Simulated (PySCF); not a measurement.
**How the method changes the constants of In2**

State: ³Πu (triplet), unpaired electrons σ ↑, π ↑. Set-up: basis In def2-TZVPP with ECP28; scalar-relativistic core potentials; PySCF 2.14. De refers to In + In in their high-spin ground configurations, without counterpoise correction. The functionals are run spin-unrestricted.

```tsv
Level	Re (Å)	ωe (cm⁻¹)	De (eV)
UHF	3.098	113	0.62
UHF-MP2	2.963	125	1.21
UHF-SCS-MP2	2.981	124	1.04
UHF-CCSD	3.010	119	1.07
UHF-CCSD(T)	3.009	118	1.17
PBE	3.087	104	1.36
PBEsol	3.025	111	1.51
BLYP	3.152	95.7	1.18
r²SCAN	3.030	112	1.37
M06-L	3.101	106	1.44
PBE0	3.040	113	1.27
B97-3	3.099	106	1.14
ωB97X-V	2.982	125	1.08
```

Task: Which functional lies closest to UHF-CCSD(T) in De, which farthest, and by how much do they differ from it?

Result: Closest is BLYP (+14.3 pm in Re, -18.9 % in ωe, +0.01 eV in De against UHF-CCSD(T) in the same basis), farthest PBEsol (+1.6 pm in Re, -5.9 % in ωe, +0.34 eV in De). CCSD(T) converges more slowly with the basis than the functionals do and binds too weakly in this one, so the order can change at the basis-set limit.

Task: What does the step from GGA to meta-GGA do here, going from PBE to r²SCAN?

Result: r²SCAN less PBE: -5.7 pm in Re, +7.7 % in ωe, +0.01 eV in De. 

Task: What does all correlation do here, going from UHF to UHF-CCSD(T)?

Result: UHF-CCSD(T) less UHF: -8.9 pm in Re, +4.4 % in ωe, +0.55 eV in De. Correlation nearly always deepens the well. The bond shortens, as in weak, metallic or heavy-atom bonds, where dispersion and the correlation of outer-core electrons pull the atoms together.

Correlated steps freeze 8 core orbitals. These are scalar-relativistic numbers at best; spin–orbit coupling would shift them, the dissociation energy most. The state was picked by a PBE0 search and need not be the measured ground state.
